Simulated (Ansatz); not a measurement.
Reaction (atomization): `C1=C[SiH2]C1` → 3 C• + 6 H• + Si•

Program: Ansatz. Geometries: PBE0-D4/def2-TZVP. ΔE: electronic, gas phase. CBS: MP2 limit from def2 TZ/QZ plus the TZ coupled-cluster correction, frozen cores. This one scheme is used for every species, atoms too. DFT in def2-TZVPP. No spin–orbit coupling; open shells (•) take unrestricted orbitals. Spin–orbit coupling would lower the free atoms: a little for C, Si.

```tsv
level	ΔE (kJ/mol)
PBE-QIDH	3891.7
CCSD/def2-SVP	3665.8
SCS-MP2/def2-TZVPP	3835.1
CCSD/def2-TZVPP	3742.9
```

Problem. What does CCSD(T)/CBS give? (An estimate is asked.)

Solution. Ansatz gave: +3889.6 kJ/mol. The listed levels differ from it by 2.1, -223.8, -54.5, -146.7 kJ/mol.

Problem. What do rigid-rotor, harmonic-oscillator terms from PBE0-D4/def2-TZVP frequencies (298.15 K, 1 bar) make of the CCSD(T)/CBS value? (An estimate is asked.)

Solution. Ansatz gave: ΔZPE = -199.0 kJ/mol, ΔH = +3738.1 kJ/mol, ΔS = 1045 J/(mol·K), ΔG = +3426.5 kJ/mol. Open shells count their whole term as degenerate.

Largest T1 diagnostic among the species: 0.012.

Leaving LDA and LC-ωPBE aside and taking each functional with its dispersion term where it has one, the values, not all of them listed here, spread over 161.6 kJ/mol, from BHLYP-D4 to PBE-D4. LDA lies +466.6 kJ/mol from PBE without D4, its usual overbinding. At CCSD(T), def2-SVP lies −182.3 kJ/mol from the extrapolated value and def2-TZVPP −91.6 kJ/mol: correlation converges slowly with the basis, and small sets miss more of it in the bonded molecule than in its fragments. The D4 term adds +31.1 kJ/mol with B3LYP and +16.0 kJ/mol with PBE0; it sums over pairs of atoms, weighted by their polarisabilities, and B3LYP, whose exchange is more repulsive, gets the larger term.

B3LYP here is the variant with VWN-RPA as its local correlation; programs differ in this.

For atomizations the MP2-based limit and the directly extrapolated one differ by several kJ/mol either way, and by 10 to 25 for some Ge, Se and Sn compounds, so smaller differences from it don't rank the levels.
